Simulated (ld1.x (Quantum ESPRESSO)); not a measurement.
**An all-electron radial function and its pseudo partner (silicon)**

Columns: radius, all-electron u(r) and pseudo u(r) of the 3s shell (level -11.51 eV) of silicon in the configuration [Ne] 3s1 3p3; PBE, non-relativistic, ultrasoft scheme, ld1.x (Quantum ESPRESSO) 7.5.

```csv
r (bohr),all-electron,pseudo
0.103,0.1191,0.0442
0.205,-0.1425,0.0888
0.308,-0.3111,0.1353
0.410,-0.3398,0.1835
0.513,-0.2704,0.2345
0.615,-0.1484,0.2872
0.718,-0.0037,0.3425
0.820,0.1407,0.3984
0.923,0.2759,0.4549
1.025,0.3934,0.5099
1.128,0.4930,0.5627
1.230,0.5729,0.6109
1.332,0.6354,0.6534
1.435,0.6825,0.6892
1.538,0.7150,0.7166
1.640,0.7344,0.7345
1.743,0.7428,0.7428
1.845,0.7417,0.7417
1.948,0.7327,0.7327
2.050,0.7175,0.7175
2.153,0.6972,0.6972
2.255,0.6733,0.6733
2.358,0.6463,0.6463
2.460,0.6177,0.6177
2.562,0.5878,0.5878
2.665,0.5570,0.5570
```

(1) How many radial nodes do the two functions have?

(2) At about which radius was the pseudo-wave matched?

(3) Is the pseudo-wave norm-conserving?

## Answers

(1) The all-electron 3s function has n − l − 1 = 2; the pseudo-wave has 0, since the states of the same l below it are removed with the core.

(2) 1.70 bohr, where the columns begin to agree (steps of 0.10 bohr).

(3) No, it belongs to an ultrasoft set: the norm inside the radius is not constrained, and the difference is carried by the augmentation charge.
